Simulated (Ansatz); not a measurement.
Spin states of the cluster BeCl3⁻ (the lowest singlet isomer of a short search), each relaxed with PBE0-D4/def2-TZVPD in Ansatz. Electronic energies in the gas phase.

Correlated methods freeze 15 core orbitals. HOMO above LUMO, or a gap near zero within one spin, warns that the state may not be the lowest or that an electron is smeared out. In the triplet, Cl2 and Cl3 lie 2.57 Å apart (atoms count from 1), so these atoms are partly bonded to each other. In the quintet geometry the species has come apart into loosely held pieces. In the quintet, Cl3 and Cl4 lie 2.58 Å apart (atoms count from 1), so these atoms are partly bonded to each other. The structure comes from a short search, and lower isomers may exist.

Singlet geometry (D3h within 0.1 Å):

Cartesian coordinates in Å:
```
Be 0.000 0.000 -0.001
Cl -1.445 -1.061 0.716
Cl -0.370 1.711 -0.813
Cl 1.815 -0.650 0.098
```

Triplet geometry (Cs within 0.1 Å):

```xyz
4

Be    0.069    0.217   -0.718
Cl    0.446    1.249    1.140
Cl    1.252   -1.107    0.513
Cl   -1.767   -0.358   -0.935
```

Quintet geometry:

```csv
atom,x (Å),y (Å),z (Å)
Be1,-0.531,-0.147,-0.046
Cl2,3.245,-1.752,2.060
Cl3,-1.683,1.623,0.042
Cl4,-1.031,0.276,-2.056
```

⟨S²⟩: triplet 2.01 at PBE0-D4/def2-TZVPD (pure 2.00), quintet 6.01 at PBE0-D4/def2-TZVPD (pure 6.00).

Run but left out: LDA (SPW92)/def2-TZVPD, r2SCAN-D4/def2-TZVPD (quintet: an occupied level 0.00 to 0.06 eV above an empty one).

Only these spin states were relaxed. The quintet has fallen apart into loose fragments. The quintet has other bonds than the singlet, so the gap mixes isomer and spin.

```tsv
level	triplet − singlet (kJ/mol)	quintet − singlet (kJ/mol)	lowest of these	remarks
HF/def2-TZVPD	509.7	985.0	singlet	HOMO above zero (quintet)
PBE-D4/def2-TZVPD	469.6	1042.0	singlet	HOMO above zero (quintet), HOMO above zero (triplet), gap within one spin near zero (quintet)
r2SCANh-D4/def2-TZVPD	492.8	1072.5	singlet	HOMO above zero (quintet), HOMO above zero (triplet)
BHLYP-D4/def2-TZVPD	524.5	1107.9	singlet	HOMO above zero (quintet)
PBE-QIDH/def2-TZVPD	524.2	1112.0	singlet	–
RPA@PBE/def2-TZVPD	490.4	1011.7	singlet	–
MP2/def2-TZVPD	536.6	1130.7	singlet	HOMO above zero (quintet)
CCSD/def2-TZVPPD	529.6	1097.1	singlet	HOMO above zero (quintet)
```
